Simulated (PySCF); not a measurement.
A GIAO shielding run with PySCF 2.14.0 with density-fitted response routines (density fitting, non-relativistic, gas phase) on `C=CC[NH][Ge@H]([F])[CH]1CC1`, C6H12FGeN:

```
{"job": {"kind": "nmr", "xc": "PBE0", "basis": "pcSseg-1"}, "charge": 0, "multiplicity": 1}
C      4.082979     1.222816     0.268455
C      3.043318     0.608845     0.833733
C      2.128870    -0.344493     0.126374
N      0.748789     0.083979     0.213142
Ge    -0.666776    -1.035339     0.287865
F     -0.969788    -1.771258    -1.286423
C     -2.283483    -0.053725     0.613295
C     -3.591191    -0.587034     0.083964
C     -2.973542     0.609557    -0.556659
H      4.719584     1.912955     0.828324
H      4.340334     1.050556    -0.782219
H      2.792324     0.805545     1.883494
H      2.476603    -0.481893    -0.916315
H      2.206508    -1.337278     0.606404
H      0.582761     0.996596    -0.199476
H     -0.304775    -2.210184     1.206196
H     -2.325776     0.482327     1.566897
H     -4.480651    -0.448264     0.704226
H     -3.571752    -1.523898    -0.479970
H     -3.427372     1.589107    -0.383828
H     -2.541203     0.479192    -1.552867
```

Hardware: 1 thread of an Arm Neoverse V2, shared host. The job also computes population analyses, field gradients.

(1) How large is the calculation?

(2) How long does it take?

(3) And these other runs on the same molecule and hardware: GIAO shielding at wB97X-D/pcSseg-1?

Results:

(1) 96 electrons, 237 basis functions and 1295 auxiliary functions.

(2) 50 s of wall time, with 12 SCF cycles and 4 response iterations. Times on a shared host scatter by some tens of per cent.

(3) wB97X-D/pcSseg-1: 237 functions, 54 s.
